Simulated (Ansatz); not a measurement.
## One elementary step

Start structure (ZnNH5O2, closed shell), relaxed at PBE0-D4/def2-TZVP:

```xyz
9
angstrom
Zn -0.0731 -0.7535 -0.4502
N 0.3938 0.9076 -1.1561
O -0.5616 -2.4318 -0.0946
H 0.2376 1.1996 0.7413
O 0.1121 0.5719 1.4898
H 1.3125 0.9434 -1.5808
H -0.2501 1.2695 -1.8487
H -0.5863 -2.6208 0.8451
H -0.5848 0.9143 2.0542
```

The step: ZnNH₃O ([NH2][Zn][OH]) + H₂O → ZnH₂O₂ ([OH][Zn][OH]) + NH₃ (still joined by a long Zn–N bond); bonds formed: Zn1–O5, N2–H4; bonds broken: H4–O5; bonds weakened to dative contacts: Zn1–N2. Ansatz 0.2.0; basis: def2-TZVPP and def2-QZVPP; cores frozen in the correlated methods. The 3s and 3p shells of Cu and Zn are frozen; filled d shells are correlated. Extrapolation: Hartree–Fock as exp(−7.88 √X), correlation as X^−2.97. Energies below are by CCSD(T) at an estimated basis limit (MP2 extrapolated from triple and quadruple zeta, plus CCSD(T) − MP2 in triple zeta).

Question: What are the electronic barrier and the energy of the step, from the start structure to the end structure? (An estimate is asked for; the value comes from the calculation.)

Answer: By the calculation: Barrier 6.23 kcal/mol; step energy -14.55 kcal/mol (downhill); reverse barrier, their difference, 20.78 kcal/mol. Barrier and step energy count from the start structure, the reverse barrier from the end structure.

The saddle point: One imaginary mode of 1022i cm⁻¹.
```json
{"pair": "Zn1–O5", "start (Å)": "2.36", "saddle (Å)": "2.06", "end (Å)": "1.82"}
{"pair": "N2–H4", "start (Å)": "1.93", "saddle (Å)": "1.32", "end (Å)": "1.01"}
{"pair": "Zn1–N2", "start (Å)": "1.86", "saddle (Å)": "1.96", "end (Å)": "2.16"}
{"pair": "H4–O5", "start (Å)": "0.98", "saddle (Å)": "1.20", "end (Å)": "2.69"}
```

Zero-point energy (harmonic, PBE0-D4): ZPE is 39.61 kcal/mol at the start and 37.55 kcal/mol at the saddle, so the barrier goes from 6.23 to 4.17 kcal/mol.

First-order rate constant out of the start structure at 298 K by transition-state theory, with harmonic vibrational free energies alone and no tunnelling: ΔA‡ = 4.99 kcal/mol, so k = (kB T/h) exp(−ΔA‡/kB T) ≈ 10^9 s⁻¹ (an order of magnitude at best: rotation, the number of equivalent paths and anharmonicity are left out).

T1 diagnostic: at most 0.016.

The step is the kind of ligand exchange by which a precursor binds to a hydroxyl group, or is hydrolysed, in atomic layer deposition of oxides.

Labels in which every atom is bracketed show which atoms are joined, not bond orders.

For scale, one of the runs: CCSD(T)/def2-TZVPP, 227 basis functions, launched by `ansatz run in.yaml --threads 8 --pin off --events-out ev --progress --plain --max-ram 19148MiB`. Hardware: 8 CPU threads of an Intel Xeon Platinum 8375C, shared host. Wall time 34 s; peak host memory 4 GiB.
